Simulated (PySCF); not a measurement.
**P⁺: interval between two levels**

P⁺ [Ne] 3s2 3p2 [3P2, M_J = 2] → P⁺ [Ne] 3s1 3p3 [5S2, M_J = 2], as a difference of total energies. Calculation: PySCF 2.14, in x2c-SVPall-2c with one added diffuse shell each of s, p type (5s5p1d, 25 functions); the two-component X2C-1e Hamiltonian. Correlated levels: [Ne] frozen. "Screened" scales the spin-orbit matrix elements by Boettger's factors to mimic the two-electron term; Breit and QED terms are absent.

```
                    method  interval between two levels (cm⁻¹)  error (cm⁻¹)
           GHF (spin-free)                               31139        -14089
          GMP2 (spin-free)                               38827         -6401
 GHF (screened spin-orbit)                               30967        -14261
GMP2 (screened spin-orbit)                               38655         -6573
```

Reference: 45228 cm⁻¹ (measured; NIST Handbook of Basic Atomic Spectroscopic Data (Sansonetti and Martin, J. Phys. Chem. Ref. Data 34, 1559 (2005))).

Errors of the correlated levels include the incompleteness of this basis and the frozen core.

The labels give the starting determinants; with spin-orbit coupling the two ends relaxed to ⟨J²⟩ = 6.01, ⟨L²⟩ = 2.01, ⟨S²⟩ = 2.00 and ⟨J²⟩ = 6.00, ⟨L²⟩ = 0.00, ⟨S²⟩ = 6.00.
